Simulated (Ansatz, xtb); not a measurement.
## CH3AlOTe: which of two structures lies lower

Structure I is a singlet given by its coordinates and structure II is a singlet given by its coordinates. Both are isolated molecules in the gas phase, relaxed with B3LYP-D3(BJ)/def2-SVP.

I (Å):

```yaml
atoms:
  - { symbol: C, position_ang: [0.9531, -2.1004, 0.0804] }
  - { symbol: Al, position_ang: [-1.3486, -0.3462, -0.8582] }
  - { symbol: O, position_ang: [-0.0993, -1.2975, -0.3493] }
  - { symbol: Te, position_ang: [-3.1206, 1.0031, -1.5800] }
  - { symbol: H, position_ang: [0.7093, -3.1685, -0.0528] }
  - { symbol: H, position_ang: [1.1660, -1.9265, 1.1492] }
  - { symbol: H, position_ang: [1.8703, -1.8824, -0.4933] }
```

Close contacts (Å): C1–O3 1.39, Al2–O3 1.65, Al2–Te4 2.34, C1–H5 1.10, C1–H6 1.10, C1–H7 1.10.

II (Å):

```yaml
atoms:
  - { symbol: C, position_ang: [-0.9829, -1.5413, 0.3115] }
  - { symbol: Al, position_ang: [-1.5554, -1.2705, -1.4939] }
  - { symbol: O, position_ang: [-1.0351, -0.8704, -3.0527] }
  - { symbol: Te, position_ang: [-3.3127, -1.8827, 0.1126] }
  - { symbol: H, position_ang: [-0.8114, -0.7189, 1.0169] }
  - { symbol: H, position_ang: [-0.5240, -2.4737, 0.6627] }
  - { symbol: H, position_ang: [-1.5711, -0.7976, -3.8481] }
```

Close contacts (Å): C1–Al2 1.91, C1–Te4 2.36, Al2–O3 1.69, Al2–Te4 2.46, C1–H5 1.10, C1–H6 1.10, O3–H7 0.96.

Question: Estimate E(II) − E(I) at the level CCSD(T)/def2-SVP + ΔMP2/def2-TZVPP.

Answer: Calculated at CCSD(T)/def2-SVP + ΔMP2/def2-TZVPP: E(II) − E(I) = +4.5 kcal/mol, so structure I lies lower.

The same difference at several levels:

| level | geometry | E(II) − E(I) (kcal/mol) | departure from the last row (kcal/mol) | job, with rough time for the two |
| --- | --- | --- | --- | --- |
| GFN2-xTB | GFN2-xTB | +23.3 | +18.8 | optimisation, 0.29 s |
| HF/STO-3G | GFN2-xTB | +31.0 | +26.4 | single point, 1.2 s |
| r2SCAN-D4/def2-SVP | GFN2-xTB | +10.3 | +5.7 | single point, 5.3 s |
| B3LYP-D3(BJ)/def2-SVP | B3LYP-D3(BJ)/def2-SVP | +11.5 | +7.0 | optimisation, 78 s |
| HF/def2-SVP | B3LYP-D3(BJ)/def2-SVP | +19.1 | +14.6 | part of the CCSD(T) run |
| MP2/def2-SVP | B3LYP-D3(BJ)/def2-SVP | +10.4 | +5.9 | part of the CCSD(T) run |
| CCSD(T)/def2-SVP | B3LYP-D3(BJ)/def2-SVP | +11.2 | +6.7 | single point |
| CCSD(T)/def2-SVP + ΔMP2/def2-TZVPP | B3LYP-D3(BJ)/def2-SVP | +4.5 |  | single point, 35 s |

The levels shown agree on the order. The largest departure from CCSD(T)/def2-SVP + ΔMP2/def2-TZVPP is that of HF/STO-3G, 26.4 kcal/mol. The last row adds to CCSD(T) the change of the MP2 difference between the two basis sets, here −6.7 kcal/mol, a large step that makes the value less sure.

With harmonic frequencies from B3LYP-D3(BJ)/def2-SVP (ideal gas, rigid rotor, one conformer each, 298.15 K, 1 atm): on the last row, ΔE + ΔZPE = +2.5 kcal/mol. A mode under 50 cm⁻¹ makes harmonic enthalpies and free energies unreliable, so none is given.

The correlated steps freeze 11 core orbitals; the filled d shell of Te is correlated, in a basis made for valence electrons. Atoms past krypton carry core potentials in the def2 sets, other sets are all-electron and non-relativistic, and no spin–orbit term is included. Programs: Ansatz 0.2.0, xtb 6.7.1; the last row on 1 thread of Arm Neoverse V1 on a shared host.
